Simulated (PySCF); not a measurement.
This PySCF input asks for the NMR shieldings of `C1=C(C)SC([SiH2]Cl)=C1`, C5H7ClSSi; the geometry comes from GFN2-xTB.

```python
import basis_set_exchange as bse
import numpy as np
from pyscf import gto, dft
from pyscf.prop import nmr

atoms = """
C    -2.809845    0.188163    0.531905
C    -1.383759    0.052849    0.134380
C    -0.870476   -0.318505   -1.069937
C     0.538975   -0.335784   -1.092608
C     1.114986    0.022020    0.091873
Si    2.919446    0.145087    0.562946
Cl    3.999722   -0.344106   -1.065644
S    -0.115110    0.390395    1.267115
H    -3.454582   -0.174049   -0.265633
H    -3.012178   -0.382594    1.437511
H    -3.054095    1.231441    0.734181
H    -1.481643   -0.572564   -1.918050
H     1.115948   -0.606364   -1.959488
H     3.254725    1.512443    0.956888
H     3.233473   -0.800442    1.632649
"""
names = dict.fromkeys(["C", "Si", "Cl", "S", "H"], "pcSseg-1")
basis = {el: gto.basis.parse(bse.get_basis(n, elements=[el], fmt="nwchem")) for el, n in names.items()}
mol = gto.M(atom=atoms, basis=basis, charge=0, verbose=0)
mf = dft.RKS(mol, xc="PBE0")
mf.grids.level = 2
mf.grids.alignment = dft.numint.BLKSIZE   # the property module wants whole blocks of grid points
mf.conv_tol = 1e-9
mf.kernel()

calc = nmr.RKS(mf)   # GIAO
C = mf.mo_coeff
Co = C[:, mf.mo_occ > 0]
resp = mf.gen_response(singlet=True, hermi=2)
def vind(x):   # induced exchange potential for any number of trial vectors
    d = np.einsum("pi,xij,qj->xpq", C, 2 * x.reshape(-1, C.shape[1], Co.shape[1]), Co, optimize=True)
    return np.einsum("xpq,pi,qj->xij", resp(d - d.transpose(0, 2, 1)), C, Co, optimize=True).ravel()
mo1, _ = nmr.rhf.solve_mo1(calc, with_cphf=vind)
sigma = calc.kernel(mo1)
for i, s in enumerate(sigma):   # ppm
    w = np.linalg.eigvalsh((s + s.T) / 2)
    print("%2d %-2s iso %8.1f  s11 %8.1f  s22 %8.1f  s33 %8.1f" % (i, mol.atom_pure_symbol(i), w.mean(), *w))
```

Problem. Give the expected output.

Solution. 
```
 0 C  iso    168.3  s11    153.1  s22    161.8  s33    189.9
 1 C  iso     25.2  s11    -57.7  s22      9.9  s33    123.4
 2 C  iso     56.3  s11    -21.3  s22     52.4  s33    137.7
 3 C  iso     44.8  s11    -42.4  s22     30.0  s33    146.9
 4 C  iso     49.1  s11    -24.3  s22     35.6  s33    136.1
 5 Si iso    377.1  s11    338.0  s22    362.8  s33    430.5
 6 Cl iso   1027.4  s11   1001.9  s22   1009.8  s33   1070.4
 7 S  iso    248.5  s11     83.4  s22    289.0  s33    373.2
 8 H  iso     29.1  s11     23.8  s22     28.1  s33     35.3
 9 H  iso     29.0  s11     23.5  s22     28.0  s33     35.3
10 H  iso     28.9  s11     24.0  s22     27.3  s33     35.6
11 H  iso     24.7  s11     21.6  s22     25.1  s33     27.4
12 H  iso     24.3  s11     20.0  s22     24.6  s33     28.3
13 H  iso     26.0  s11     21.1  s22     25.6  s33     31.4
14 H  iso     26.0  s11     21.1  s22     25.6  s33     31.3
```

These numbers come from an equivalent density-fitted implementation of the same equations, which agrees with the script to about 0.01 ppm for H and up to a few tenths of a ppm for heavy atoms, so last digits may differ.

Problem. Turn these shieldings into chemical shifts. References, each an isolated molecule treated in the same way: ¹³C (σ = 186.93 ppm), ²⁹Si (σ = 349.16 ppm), ¹H (σ = 31.72 ppm) vs TMS; ³⁵Cl (σ = 949.78 ppm) against HCl; CS2 for ³³S (σ = 503.73 ppm).

Solution. Averaging equivalent atoms: C 1: 161.7; C 3: 142.1; C 4: 137.8; C 2: 130.7; C 0: 18.7; Si 5: -27.9; Cl 6: -78; S 7: 255; H 12: 7.41; H 11: 7.02; H 13/14: 5.71; H 8/9/10: 2.73 ppm. 

Size and cost of the density-fitted run: 192 basis functions, 73 s wall time on 1 thread of an Arm Neoverse N1, shared host; peak memory 0.78 GiB.
